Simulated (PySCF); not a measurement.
A run for PySCF: D3(BJ) and D4 dispersion corrections on GeH4 (SMILES [GeH4]).

```python
from pyscf import gto
from pyscf.dispersion import dftd3, dftd4

mol = gto.M(
    atom='''
    Ge    0.11057783    0.05083799   -0.08422467
    H    -1.40387662    0.02942135    0.15658022
    H     0.39073553    0.12046956   -1.59506055
    H     0.74358985   -1.22941606    0.48266219
    H     0.73231329    1.27433504    0.60332693
    ''',
    basis='def2-svp',
    charge=0, spin=0, verbose=0, max_memory=1800)
d3, d4 = {}, {}
for xc in ['hf', 'pbe', 'blyp', 'revpbe', 'tpss', 'r2scan', 'b3lyp', 'pbe0', 'bhlyp', 'camb3lyp', 'b2plyp']:
    d3[xc] = float(dftd3.DFTD3Dispersion(mol, xc=xc, version='d3bj', atm=False).get_dispersion()['energy'])
    print(f'D3(BJ) {xc:10s} {d3[xc]:14.8f} Eh')
for xc in ['hf', 'pbe', 'blyp', 'revpbe', 'tpss', 'r2scan', 'b3lyp', 'pbe0', 'bhlyp', 'camb3lyp', 'b2plyp']:
    d4[xc] = float(dftd4.DFTD4Dispersion(mol, xc={'camb3lyp': 'cam-b3lyp'}.get(xc, xc), atm=True).get_dispersion()['energy'])
    print(f'D4     {xc:10s} {d4[xc]:14.8f} Eh')
```

It printed:

```
D3(BJ) hf            -0.01826374 Eh
D3(BJ) pbe           -0.00176421 Eh
D3(BJ) blyp          -0.00388630 Eh
D3(BJ) revpbe        -0.00458813 Eh
D3(BJ) tpss          -0.00220699 Eh
D3(BJ) r2scan        -0.00043832 Eh
D3(BJ) b3lyp         -0.00318123 Eh
D3(BJ) pbe0          -0.00149541 Eh
D3(BJ) bhlyp         -0.00255749 Eh
D3(BJ) camb3lyp      -0.00132930 Eh
D3(BJ) b2plyp        -0.00147859 Eh
D4     hf            -0.00633971 Eh
D4     pbe           -0.00157957 Eh
D4     blyp          -0.00363026 Eh
D4     revpbe        -0.00539825 Eh
D4     tpss          -0.00214021 Eh
D4     r2scan        -0.00035205 Eh
D4     b3lyp         -0.00257134 Eh
D4     pbe0          -0.00129559 Eh
D4     bhlyp         -0.00185841 Eh
D4     camb3lyp      -0.00128974 Eh
D4     b2plyp        -0.00108139 Eh
```

The run finished.

Cost: very roughly 0.03 core-seconds.
